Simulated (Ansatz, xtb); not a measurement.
# A geometry optimisation of BF2H3N2 with r2SCAN-D4/def2-SVP

The starting geometry of this gas-phase singlet was built from a drawn formula by distance geometry and a force field; its bonds are those of `[NH-][NH2+]B(F)F`.

```xyz
8

B    -0.1439   -0.1358    1.3302
F     1.2380   -0.2171    0.8589
F    -0.4933   -0.2860    2.6539
N    -1.0241    1.2782   -0.3627
N    -1.2177    0.0497    0.2082
H    -1.7861    1.3940   -1.0511
H    -2.1868    0.0266    0.6985
H    -1.1834   -0.7184   -0.4297
```

**Question.** Where would you expect an optimisation with r2SCAN-D4/def2-SVP to take it?

**Answer.** It rearranges to `F[B-]1(F)N[NH2+]1`. Contacts that close: B1–N4 (2.37 → 1.48 Å).

The energy falls by 3.36 eV over 15 steps:

| step | E − E(last) (eV) |
| --- | --- |
| 1 | 3.357 |
| 3 | 1.974 |
| 4 | 1.461 |
| 6 | 0.307 |
| 7 | 0.102 |
| 9 | 0.010 |
| 10 | 0.004 |
| 12 | 0.000 |
| 13 | 0.000 |
| 15 | 0.000 |

Final geometry (Å):

```yaml
atoms:
  - { symbol: B, position_ang: [-0.1507, 0.2952, 0.9978] }
  - { symbol: F, position_ang: [1.0556, -0.2978, 0.8993] }
  - { symbol: F, position_ang: [-0.5593, 0.6333, 2.2490] }
  - { symbol: N, position_ang: [-0.7578, 0.9376, -0.1935] }
  - { symbol: N, position_ang: [-1.3598, -0.3953, 0.1128] }
  - { symbol: H, position_ang: [-1.4644, 1.6397, 0.0351] }
  - { symbol: H, position_ang: [-2.3125, -0.3835, 0.4769] }
  - { symbol: H, position_ang: [-1.2484, -1.0380, -0.6711] }
```

From the same start GFN2-xTB reaches the same bonding as this run.

No frequencies were run, so the end isn't proven a minimum. Run with Ansatz 0.2.0, 21 s on 1 thread of AMD EPYC 9R45 96-Core Processor (Zen 5), on a shared host.
